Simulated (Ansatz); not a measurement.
`COc1ccc(-c2ccc(-c3ccc(-c4ccc(-c5ccc(C(F)=C(F)F)cc5)o4)o3)o2)cc1`. Charge 0, multiplicity 3. Geometry PBE-D4/def2-SVP, that of the neutral singlet; atoms count from 1.

```xyz
51

C    -8.380    1.718   -6.693
O    -7.974    1.722   -5.338
C    -6.682    1.409   -5.048
C    -6.330    1.428   -3.680
C    -5.032    1.121   -3.280
C    -4.034    0.783   -4.231
C    -2.680    0.459   -3.816
C    -1.528    0.093   -4.502
C    -0.507   -0.098   -3.531
C    -1.092    0.160   -2.298
C    -0.596    0.136   -0.956
C    -1.182    0.402    0.277
C    -0.171    0.200    1.255
C     0.974   -0.178    0.564
C     2.300   -0.521    0.982
C     3.443   -0.901    0.288
C     4.448   -1.114    1.269
C     3.872   -0.854    2.508
C     4.370   -0.893    3.868
C     5.706   -1.277    4.144
C     6.195   -1.319    5.447
C     5.362   -0.976    6.545
C     5.804   -0.998    7.936
F     4.877   -0.644    8.859
C     7.021   -1.325    8.442
F     8.064   -1.699    7.712
F     7.301   -1.308    9.734
C     4.027   -0.592    6.271
C     3.541   -0.551    4.964
O     2.559   -0.491    2.323
O     0.717   -0.217   -0.782
O    -2.407    0.498   -2.471
C    -4.400    0.768   -5.595
C    -5.702    1.075   -6.007
H    -8.266    0.712   -7.158
H    -7.811    2.457   -7.301
H    -9.451    1.996   -6.700
H    -7.106    1.691   -2.947
H    -4.770    1.139   -2.213
H    -1.432   -0.024   -5.587
H     0.535   -0.390   -3.697
H    -2.221    0.706    0.437
H    -0.253    0.313    2.340
H     3.526   -1.009   -0.798
H     5.483   -1.424    1.091
H     6.377   -1.551    3.317
H     7.235   -1.623    5.616
H     3.366   -0.322    7.106
H     2.501   -0.250    4.776
H    -3.652    0.510   -6.359
H    -5.944    1.052   -7.078
```

Single mean-field runs in def2-TZVP are fitted with def2-universal-jkfit. At PBE0-D4/def2-TZVP a singlet of charge 0 lies 1.92 eV below the triplet at the same geometry.

(1) Estimate the Mulliken populations of the heavy atoms from the PBE0/def2-TZVP orbitals of Ansatz.

(2) Where does the spin sit?

(3) And the Mayer bond orders between heavy atoms (over 0.3)?

Answers

(1) 
```tsv
atom	charge (e)	spin (α − β)
C1	-0.25	0.00
O2	-0.22	0.02
C3	0.31	0.08
C4	-0.19	-0.04
C5	-0.21	0.07
C6	0.02	-0.06
C7	0.32	0.24
C8	-0.18	-0.09
C9	-0.27	0.24
C10	0.22	-0.05
C11	0.24	0.30
C12	-0.22	0.02
C13	-0.23	0.17
C14	0.24	0.21
C15	0.21	0.08
C16	-0.26	0.22
C17	-0.19	-0.07
C18	0.32	0.30
C19	0.05	-0.07
C20	-0.19	0.11
C21	-0.21	-0.07
C22	0.11	0.16
C23	0.06	-0.07
F24	-0.19	0.00
C25	0.34	0.12
F26	-0.15	0.01
F27	-0.14	0.01
C28	-0.16	-0.08
C29	-0.24	0.14
O30	-0.23	0.04
O31	-0.24	0.05
O32	-0.23	0.02
C33	-0.21	0.08
C34	-0.25	-0.04
```
Mulliken values depend strongly on the basis.

(2) Summed by element: C 1.90, O 0.13, F 0.01, H -0.04, of 2 unpaired in all. Largest on single atoms: C18 0.30, C11 0.30, C7 0.24.

(3) C1–O2 0.95 (1.41 Å); O2–C3 1.16 (1.36 Å); C3–C4 1.34 (1.41 Å); C3–C34 1.29 (1.41 Å); C4–C5 1.47 (1.39 Å); C5–C6 1.35 (1.42 Å); C6–C7 1.00 (1.45 Å); C6–C33 1.35 (1.41 Å); C7–C8 1.44 (1.39 Å); C7–O32 1.07 (1.37 Å); C8–C9 1.33 (1.42 Å); C9–C10 1.36 (1.39 Å); C10–C11 1.20 (1.43 Å); C10–O32 1.07 (1.37 Å); C11–C12 1.28 (1.39 Å); C11–O31 1.07 (1.37 Å); C12–C13 1.45 (1.42 Å); C13–C14 1.24 (1.39 Å); C14–C15 1.28 (1.43 Å); C14–O31 1.07 (1.37 Å); C15–C16 1.27 (1.39 Å); C15–O30 1.06 (1.37 Å); C16–C17 1.41 (1.42 Å); C17–C18 1.36 (1.39 Å); C18–C19 1.07 (1.45 Å); C18–O30 1.06 (1.37 Å); C19–C20 1.25 (1.42 Å); C19–C29 1.31 (1.42 Å); C20–C21 1.52 (1.39 Å); C21–C22 1.27 (1.42 Å); C22–C23 1.05 (1.46 Å); C22–C28 1.31 (1.42 Å); C23–F24 1.04 (1.35 Å); C23–C25 1.74 (1.36 Å); C25–F26 1.10 (1.33 Å); C25–F27 1.16 (1.32 Å); C28–C29 1.46 (1.39 Å); C33–C34 1.47 (1.40 Å).
